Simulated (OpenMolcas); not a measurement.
# V2+: effect of the metal basis

V2+ with 6 ligands (fluoride) in octahedral coordination (Oh) at 2.1 Å. A charge of +0.667 e stands 2.4 Å behind each ligand.

* Program: OpenMolcas
* Method: CASSCF
* Spin-orbit coupling: state interaction with AMFI integrals over the reference wave functions

Fixed: ligand basis ANO-RCC-VDZP, active space 3 electrons in 5 orbitals (3d), DKH2 Hamiltonian.

States (labels of O, the rotations of Oh). Energies in cm-1 above the lowest state or level, χT in cm3 K/mol; 10Dq and B are least-squares fits to the states below 45000 cm-1, weighted by degeneracy, with a free offset, and given where the rms deviation is under 5 % of |10Dq| (or 100 cm-1) and under 700 cm-1.

```csv
Run,Metal basis,Ground state,First state of that spin,10Dq,B (rms of fit),First gap with spin-orbit (degeneracies),χT at 300 K,First state of another spin,Cost
A,ANO-RCC-VDZP,4A2,4T2 9283,9608,934 (136),"9215 (4, 2)",1.849,2E 16648,roughly 16 core-seconds
B,ANO-RCC-VTZP,4A2,4T2 9298,9632,937 (134),"9231 (4, 2)",1.850,2E 16742,roughly 25 core-seconds
```

Against A, |10Dq| changes by +0.2 % in B.

Costs are those of the RASSCF and RASSI steps.

Without dynamic correlation the repulsion within the d shell is too large (B by tens of per cent), so at a given field states of lower spin stand too high. Ligand-to-metal charge-transfer states are missing. With no ligand orbital active B as a rule stays too high, so bands that hang on it stand too high and its fall with covalency is understated. With metal d orbitals alone and no dynamic correlation the field as a rule comes out too small, by tens of per cent, by up to half for chloride and softer ligands. No measured value stands beside these numbers; the geometry was imposed, not optimised, and the real ion may take another.
